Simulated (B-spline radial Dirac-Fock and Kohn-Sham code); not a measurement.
## Rb: eigenvalues, ΔSCF and the reference

System: the Rb atom, 1s2 2s2 2p6 3s2 3p6 3d10 4s2 4p6 5p1 (an excited configuration).

The density-functional columns are spherical, spin-unpolarised Dirac-Kohn-Sham results without Breit or QED terms: −ε is minus the orbital energy of the initial state and ΔSCF the difference of two total energies. The reference in the last column comes from Dirac-Fock (average of configuration) total-energy differences with a finite nucleus, the Breit interaction including its frequency dependence, and self-energy and vacuum-polarisation corrections. All numbers are from a radial finite-basis atomic code, in eV; a selection of levels is shown. For the 1s level of heavy atoms much of the gap between ΔSCF and the reference is the Breit and QED part, -35.9 eV here; for other levels the error of the functional can be larger.

```csv
level,LDA −ε,LDA ΔSCF,Dirac-Fock
K,15005.5,15238.1,15206.7
L1,2005.9,2043.8,2079.0
L2,1821.0,1868.0,1872.8
L3,1760.4,1805.7,1813.1
M1,298.3,311.8,333.2
M2,232.1,245.5,258.6
M3,223.0,236.1,249.4
M4,106.6,119.8,118.7
M5,105.0,118.2,117.3
N1,33.43,39.14,41.91
N2,18.08,23.18,22.18
N3,17.18,22.19,21.27
"O2,3",1.37,2.66,2.46
```

Values without a named source are computed, but for edge energies of neutral atoms, which are taken from tables.
